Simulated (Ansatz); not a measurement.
Method: frozen-core CCSD(T)/cc-pVDZ // PBE0-D4/def2-SVP run with Ansatz (a first-principles code). The restricted HF reference is unstable towards unrestricted orbitals.

Ansatz 0.2 input:
```yaml
crystal:
  periodic: [false, false, false]
  atoms:
    - { symbol: Si, position_ang: [-2.95587, -0.537761, -0.3458] }
    - { symbol: C, position_ang: [-1.269807, 0.304308, -0.118263] }
    - { symbol: C, position_ang: [-1.359597, 1.687253, -0.049583] }
    - { symbol: C, position_ang: [-0.234372, 2.520677, 0.117634] }
    - { symbol: C, position_ang: [1.011226, 1.96116, 0.21887] }
    - { symbol: C, position_ang: [1.18093, 0.554832, 0.157394] }
    - { symbol: C, position_ang: [2.482032, 0.003443, 0.265012] }
    - { symbol: C, position_ang: [2.679843, -1.352987, 0.209358] }
    - { symbol: C, position_ang: [1.576495, -2.209652, 0.043159] }
    - { symbol: C, position_ang: [0.304789, -1.691965, -0.06323] }
    - { symbol: Cl, position_ang: [-0.984325, -2.836093, -0.265517] }
    - { symbol: C, position_ang: [0.03243, -0.292483, -0.013094] }
    - { symbol: H, position_ang: [-3.922299, 0.606902, -0.384129] }
    - { symbol: H, position_ang: [-3.098316, -1.274143, -1.635141] }
    - { symbol: H, position_ang: [-3.357514, -1.411627, 0.794371] }
    - { symbol: H, position_ang: [-2.341942, 2.159924, -0.127643] }
    - { symbol: H, position_ang: [-0.364235, 3.604196, 0.165093] }
    - { symbol: H, position_ang: [1.898042, 2.586618, 0.348881] }
    - { symbol: H, position_ang: [3.326277, 0.684875, 0.39365] }
    - { symbol: H, position_ang: [3.682923, -1.776527, 0.292414] }
    - { symbol: H, position_ang: [1.71329, -3.290954, -0.003436] }
basis:
  gaussian: { orbitals: cc-pVDZ }
correlation:
  method: ccsd_t
```

Output:

```
Functional definition: HF
2087 factors; integrals over basis functions are off by at most 1.1e-3 eV
mean field evaluation 1: about -30807.6830 eV, gradient 3.9e1 eV
mean field evaluation 2: about -30808.2441 eV, gradient 3.9e1 eV
mean field evaluation 4: about -30813.5155 eV, gradient 7.4e0 eV
mean field evaluation 8: about -30813.6844 eV, gradient 4.0e-1 eV
mean field evaluation 16: about -30807.6830 eV, gradient 3.9e1 eV
mean field -30813.68609473 eV, -1132.3820777148 hartree, gradient 1.9e-6 eV, S^2 0.000000; 0 other end points of the search recorded, 0 dependent functions left out; unrestricted orbitals would lower it
20 core orbitals not correlated
reference -30813.68609473 eV, -1132.3820777148 hartree; 30, 30 occupied and 171, 171 virtual orbitals, 2087 factors
second order -41.90009749 eV of doubles, -0.00000000 eV of singles
cycle   1  -42.15642562 eV  change   -2.6e-1 eV  update   1.7e-1
cycle   2  -43.44237238 eV  change    -1.3e0 eV  update   5.5e-2
cycle   3  -43.73129403 eV  change   -2.9e-1 eV  update   2.3e-2
cycle   4  -43.73287499 eV  change   -1.6e-3 eV  update   7.1e-3
cycle   5  -43.73561496 eV  change   -2.7e-3 eV  update   3.2e-3
cycle   6  -43.73681195 eV  change   -1.2e-3 eV  update   9.9e-4
cycle   7  -43.73637677 eV  change    4.4e-4 eV  update   4.1e-4
cycle   8  -43.73640382 eV  change   -2.7e-5 eV  update   1.7e-4
cycle   9  -43.73645885 eV  change   -5.5e-5 eV  update   7.4e-5
perturbative correction -2.00293925 eV, -0.0736066597 hartree
Total energy: -30859.42549283 eV, -1134.0629695917 hartree
```

Cost: roughly 24 core-minutes.
